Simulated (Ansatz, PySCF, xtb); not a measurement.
Process, species as SMILES: CN[SiH](NC)NC + 3 N (NH3) + 2 [SiH4] (SiH4) -> 3 CN (CH5N) [methanamine] + 3 N[SiH3]
Structures are relaxed separately at B3LYP-D3(BJ)/def2-TZVP in Ansatz (an electronic-structure program), one conformer each, not searched for the lowest. Frequencies are from Ansatz or PySCF.

Wanted: bond separation energy (enthalpy at 298 K, with B3LYP-D3(BJ) rigid-rotor harmonic-oscillator terms), in kJ/mol. Cores are frozen in the correlated levels unless marked. No spin-orbit coupling. Non-relativistic. CBS(X,Y): correlation extrapolated as X^-3; Hartree-Fock from the larger set. [CCSD(T)-MP2]/basis is that difference in the basis named.

| level | program | bond separation energy (kJ/mol) | minus last row |
|---|---|---|---|
| GFN1-xTB | xtb | -76.9 | -140.2 |
| BLYP-D3(BJ)/def2-TZVPD | Ansatz + dftd3 | 65.0 | 1.7 |
| revPBE-D3(BJ)/def2-TZVPD | Ansatz + dftd3 | 65.4 | 2.1 |
| r2SCAN-D4/def2-TZVPD | Ansatz + dftd4 | 64.2 | 0.9 |
| PBE0/STO-3G | Ansatz | 53.3 | -10.0 |
| PBE0-D4/def2-TZVP | Ansatz + dftd4 | 63.9 | 0.6 |
| PBE0/def2-QZVPP | Ansatz | 50.3 | -13.0 |
| r2SCAN0-D4/def2-TZVPD | Ansatz + dftd4 | 62.5 | -0.8 |
| HSE06-D4/def2-TZVPD | Ansatz + dftd4 | 63.9 | 0.6 |
| LC-wPBE-D4/def2-TZVPD | Ansatz + dftd4 | 65.2 | 1.9 |
| SCS-MP2/6-31G* | Ansatz | 64.3 | 1.0 |
| CCSD(T)/aug-cc-pV(D+d)Z | Ansatz | 76.2 | 12.9 |
| CCSD(T)/cc-pVTZ | Ansatz | 67.3 | 4.0 |
| CCSD(T)/cc-pwCVTZ | Ansatz | 67.2 | 3.9 |
| RI-MP2/CBS(aug-cc-pV(T+d)Z,aug-cc-pV(Q+d)Z)+[CCSD(T)-MP2]/aug-cc-pV(T+d)Z | Ansatz | 63.3 | 0.0 |
